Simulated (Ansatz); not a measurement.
Cost and result for the atomization energy of `[SiH3][O][Al]([Cl])[Br]` (8 atoms, 7 bonds).

Cartesian coordinates in Å:
```
Si -0.9540 1.1733 -0.1362
O 0.1286 -0.0255 0.0834
Al 1.1420 -1.3344 0.2002
Cl 2.7416 -1.2951 1.5189
Br 0.7940 -3.1432 -1.0568
H -1.2224 1.8443 1.1612
H -2.2237 0.6181 -0.6716
H -0.4060 2.1625 -1.0991
```

The species carries charge 0 and has multiplicity 1. Correlated methods include outer-core shells of Br, which these sets cover unevenly. Scalar relativity is left out up to krypton. The structure was optimised at the PBE0-D4/def2-TZVP level. It is one conformer, not always the lowest. Program: Ansatz. All runs use 4 threads of a server CPU on a shared host. Times are those of one run each, without the atoms' runs, and a repeat can differ threefold. Electronic energies, without spin–orbit coupling; frozen cores. CCSD(T)/CBS adds CCSD(T) − MP2 in def2-TZVPP to the MP2 limit, and its time is that of the two runs behind it. T1 = 0.009. With those shells the extrapolation isn't a true limit. B3LYP takes the VWN-RPA correlation (the form of Gaussian; ORCA's B3LYP/G). HSE06 is the plane-wave form, built on full-range PBE exchange.

CCSD(T)/CBS is a level of theory with its own doubt, some kJ/mol a heavy atom from the limit and from the frozen cores, so smaller differences don't rank the functionals.

```
                             level  functions  wall time
               BHLYP-D4/def2-TZVPP        247      2.8 s
               HSE06-D4/def2-TZVPP        247      2.9 s
r2SCAN-D4/def2-TZVPP (with forces)        247      3.2 s
           CAM-B3LYP-D4/def2-TZVPP        247      3.3 s
             r2SCANh-D4/def2-TZVPP        247      3.6 s
 B3LYP-D4/def2-TZVPP (with forces)        247      3.9 s
               PBE-QIDH/def2-TZVPP        247      3.9 s
                 B2PLYP/def2-TZVPP        247      3.9 s
                  CCSD(T)/def2-SVP        115      3.9 s
                ωB97X-V/def2-TZVPP        247        6 s
                    MP2/def2-QZVPP        446       15 s
                CCSD(T)/def2-TZVPP        247       51 s
                 CCSD(T)/CBS(def2)          –       66 s
```

**Question.** What atomization energy does each give, and how far from CCSD(T)/CBS? (An estimate is asked.)

**Answer.** The calculation gave: 
```tsv
level	atomization (kcal/mol)	difference from CCSD(T)/CBS	per bond
BHLYP-D4/def2-TZVPP	634.2	-23.0	-3.3
HSE06-D4/def2-TZVPP	641.2	-16.0	-2.3
r2SCAN-D4/def2-TZVPP (with forces)	655.4	-1.8	-0.3
CAM-B3LYP-D4/def2-TZVPP	648.9	-8.3	-1.2
r2SCANh-D4/def2-TZVPP	651.3	-5.9	-0.8
B3LYP-D4/def2-TZVPP (with forces)	643.4	-13.8	-2.0
PBE-QIDH/def2-TZVPP	646.1	-11.1	-1.6
B2PLYP/def2-TZVPP	641.4	-15.8	-2.3
CCSD(T)/def2-SVP	605.0	-52.2	-7.5
ωB97X-V/def2-TZVPP	654.3	-2.9	-0.4
MP2/def2-QZVPP	666.4	9.2	1.3
CCSD(T)/def2-TZVPP	635.7	-21.5	-3.1
CCSD(T)/CBS(def2)	657.2	0.0	0.0
```

At CCSD(T), def2-SVP lies −52.2 kcal/mol from the extrapolated value and def2-TZVPP −21.5 kcal/mol: correlation converges slowly with the basis, and small sets miss more of it in the bonded molecule than in its fragments. From r2SCAN to r2SCAN0 (25 % exact exchange), in def2-TZVPP and without D4, the atomization energy moves by −10.1 kcal/mol: exact exchange takes away binding that semilocal exchange gives to molecules. The D4 term adds +8.5 kcal/mol with B3LYP and +4.5 kcal/mol with PBE0; it sums over pairs of atoms, weighted by their polarisabilities, and B3LYP, whose exchange is more repulsive, gets the larger term.
